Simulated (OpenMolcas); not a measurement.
## Ba⁺: effect of the IPEA shift

```yaml
Program: OpenMolcas 26.06
Basis: ANO-RCC-VTZP [8s7p4d2f1g]
Scalar_Hamiltonian: DKH2, point nucleus
Active_space: 1 electron in 9 orbitals (5d 6s 6p)
State_averaging: 2S+1 = 2 even, 6 roots; 2S+1 = 2 odd, 3 roots
Spin-orbit_coupling: state interaction with AMFI integrals over the reference wave functions, term energies averaged over their components
```

Methods on the same reference wave functions:
A. CASSCF
B. SS-CASPT2, IPEA 0 Eh, imaginary shift 0.1 Eh (closed shells correlated: 5s 5p)
C. SS-CASPT2, IPEA 0.25 Eh, imaginary shift 0.1 Eh (closed shells correlated: 5s 5p)

Energies in cm⁻¹ above 6s ²S_1/2, the measured ground level; measured values from NIST Handbook of Basic Atomic Spectroscopic Data.

| Level | A | B | C | Measured |
| --- | --- | --- | --- | --- |
| 6s ²S_1/2 | 0.0 | 0.0 | 0.0 | 0.0 |
| 5d ²D_3/2 | 7223 | 6610 | 6596 | 4874 |
| 5d ²D_5/2 | 8024 | 7411 | 7397 | 5675 |
| 6p ²P°_1/2 | 18140 | 20150 | 19975 | 20262 |
| 6p ²P°_3/2 | 19176 | 21186 | 21012 | 21952 |

Deviations, from unrounded energies. A percentage is the sum of absolute deviations over the sum of measured energies, with the sign that they share, or ± where signs differ.

```json
{"Against measurement": "mean absolute deviation (cm-1)", "Levels": "4", "A": "2400", "B": "1100", "C": "1200"}
{"Against measurement": "other configurations (%)", "Levels": "4", "A": "±18.2", "B": "±8.2", "C": "±8.9"}
```

B lies closest to measurement on these levels and A furthest from it. The largest miss of B in the table is 5d ²D_5/2, by +1700 cm-1. The ranking rests on the paired levels alone, and a cruder setting can come out closer through cancelling errors.

Between B and C the level of the table that moves most is 6p ²P°_1/2, by 170 cm-1 (lowest in C, highest in B).

The lowest spin-free term lies below A's lowest term by 0.173 hartree in B, 0.171 hartree in C.

ANO sets are built for ground and valence states and can reach diffuse excited orbitals poorly. With one active electron the reference holds no correlation, so core polarisation is missing (holds for A). With one active electron, CASPT2 adds the correlation within the correlated inactive shells and between them and that electron, and leaves the splitting within a term as the reference gives it (holds for B; C). Computed and measured levels are paired by configuration, term and J; levels that our copy of the source lacks, or whose pairing is in doubt (as where it misses far off the trend of its configuration), stay unpaired and out of the deviations. Only configurations of the active space appear.

° marks odd parity.
